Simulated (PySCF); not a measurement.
C₃H₅F₃S.
Cartesian coordinates in Å at the PBE0-D3(BJ)/def2-SVP level; atoms count from 1:
```xyz
12
C3H5F3S angstrom
C     -0.926   -0.882    0.423
C     -0.050   -0.115   -0.552
S     -0.905    1.284   -1.343
C      1.255    0.331    0.089
F      2.082    0.890   -0.789
F      1.892   -0.716    0.629
F      1.041    1.213    1.072
H     -1.841   -1.217   -0.082
H     -0.395   -1.760    0.819
H     -1.215   -0.243    1.271
H      0.238   -0.763   -1.395
H     -1.182    1.931   -0.189
```

Method used: core-valence-separated Tamm–Dancoff BHandHLYP/aug-pcX-1 (pcseg-1 on H, def2-SVPD on S) in PySCF, non-relativistic, gas phase, PBE0-D3(BJ)/def2-SVP geometry. The energies are unshifted.

The lowest roots of each edge with f over 0.003 (five at most, numbered afresh; weaker and dark ones are left out), with transition dipoles (au) in the frame of the coordinates:

```csv
root,edge,E (eV),μx,μy,μz
1,C,285.80,-0.0261,-0.0222,0.0231
2,C,285.85,0.0458,-0.0646,0.0323
3,C,286.43,0.0411,-0.0403,-0.0061
4,C,286.55,0.0229,0.0301,0.0480
5,C,286.91,0.0230,-0.0181,0.0362
6,F,687.09,0.0233,-0.0269,0.0176
7,F,687.16,-0.0012,-0.0221,-0.0254
8,F,687.53,0.0249,0.0162,-0.0225
9,F,687.86,0.0117,-0.0206,0.0144
10,F,687.86,-0.0244,-0.0039,0.0147
```

What are the oscillator strengths?

f = (2/3) ΔE |μ|², with ΔE in hartree (27.2114 eV):

| root | ΔE (Eh) | \|μ\|² (au) | f | core hole on |
| --- | --- | --- | --- | --- |
| 1 | 10.5030 | 0.001708 | 0.012 | C1 |
| 2 | 10.5047 | 0.007314 | 0.051 | C2 |
| 3 | 10.5260 | 0.003351 | 0.023 | C1 |
| 4 | 10.5304 | 0.003734 | 0.026 | C1 |
| 5 | 10.5439 | 0.002167 | 0.015 | C1 |
| 6 | 25.2500 | 0.001576 | 0.027 | F6 |
| 7 | 25.2526 | 0.001135 | 0.019 | F7 |
| 8 | 25.2662 | 0.001389 | 0.023 | F5 |
| 9 | 25.2782 | 0.000769 | 0.013 | F5/F6 |
| 10 | 25.2784 | 0.000827 | 0.014 | F5/F6 |

Molecules are fixed in this frame and the field points along z. What effective strengths 3 f cos²θ do the roots have (θ between field and μ)?

root 1 (C1): 0.011, root 2 (C2): 0.022, root 3 (C1): 0.001, root 4 (C1): 0.049, root 5 (C1): 0.028, root 6 (F6): 0.016, root 7 (F7): 0.033, root 8 (F5): 0.026, root 9 (F5/F6): 0.010, root 10 (F5/F6): 0.011. Root 4 is the strongest. Averaged over all orientations cos²θ is 1/3, which gives f back. For degenerate partners only the sum has meaning, as the program may mix them freely.

One conformer stands for the species.
